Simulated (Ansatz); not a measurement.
```yaml
crystal:
  periodic: [false, false, false]
  atoms:
    - {symbol: F, position_ang: [1.457007, -2.810319, 1.657929]}
    - {symbol: C, position_ang: [0.076300, -0.720548, 1.253957]}
    - {symbol: O, position_ang: [-1.960871, -1.024885, -0.373996]}
    - {symbol: C, position_ang: [0.083578, 0.444771, -1.220338]}
    - {symbol: Br, position_ang: [-0.469291, 3.989505, -1.628783]}
    - {symbol: H, position_ang: [-0.254749, 0.326866, 2.987205]}
    - {symbol: H, position_ang: [1.183866, -0.333702, -2.762523]}
basis:
  gaussian: {orbitals: def2-mTZVPP}
magnetization: {spin_polarized: true, initial_magnetization: 2}
hamiltonian: {xc: {name: BHLYP}, dispersion: d4}
output: {forces: true}
```

```sh
$ ansatz run in.yaml --threads 4 --pin off --events-out ev --progress --plain --max-ram 10444MiB
```

Shortened log:

```
Functional definition: BHLYP
  name "BHLYP"
  cite "Becke, J. Chem. Phys. 98, 1372 (1993) doi:10.1063/1.464304"
  cite "Becke, Phys. Rev. A 38, 3098 (1988) doi:10.1103/PhysRevA.38.3098"
  cite "Lee, Yang & Parr, Phys. Rev. B 37, 785 (1988) doi:10.1103/PhysRevB.37.785"
  parameter a = 0.5
  exchange = (1 - a)*b88_x + a*exact_x
  correlation = lyp_c
1183 factors; integrals over basis functions are off by at most 5.4e-4 eV
mean field evaluation 1: about -76846.1344 eV, gradient 7.1e1 eV
mean field evaluation 2: about -76206.7447 eV, gradient 2.3e2 eV
mean field evaluation 4: about -76779.7069 eV, gradient 1.2e2 eV
mean field evaluation 8: about -76889.5700 eV, gradient 5.6e0 eV
mean field evaluation 16: about -76890.7933 eV, gradient 2.0e0 eV
mean field evaluation 32: about -76890.8550 eV, gradient 1.4e-7 eV
mean field -76890.85501202 eV, -2825.6868031984 hartree, gradient 3.2e-7 eV, S^2 4.955160; 11 other end points of the search recorded, 0 dependent functions left out
the calculation of the forces begins
reference -76890.85521900 eV, -2825.6868108046 hartree; 34, 32 occupied and 98, 100 virtual orbitals, 1183 factors
Total energy: -76890.96371712 eV, -2825.6907980371 hartree
Atom 0 at     1.457007    -2.810319     1.657929 Å, force    -0.411941     0.703743    -0.179485 eV/Å
Atom 1 at     0.076300    -0.720548     1.253957 Å, force    -0.244849     0.104643     0.792950 eV/Å
Atom 2 at    -1.960871    -1.024885    -0.373996 Å, force     0.525436     0.160451     0.158534 eV/Å
Atom 3 at     0.083578     0.444771    -1.220338 Å, force     0.777940    -0.653374    -0.682527 eV/Å
Atom 4 at    -0.469291     3.989505    -1.628783 Å, force     0.011050    -0.175911     0.020622 eV/Å
Atom 5 at    -0.254749     0.326866     2.987205 Å, force     0.265589    -0.694508    -1.319933 eV/Å
Atom 6 at     1.183866    -0.333702    -2.762523 Å, force    -0.923226     0.554955     1.209838 eV/Å
Dipole moment:    -0.099927     0.235166    -0.072091 e Å
```

In this input the coordinates are in bohr but typed as ångström. Self-consistency was reached. The result belongs to that input, not to the molecule as meant.
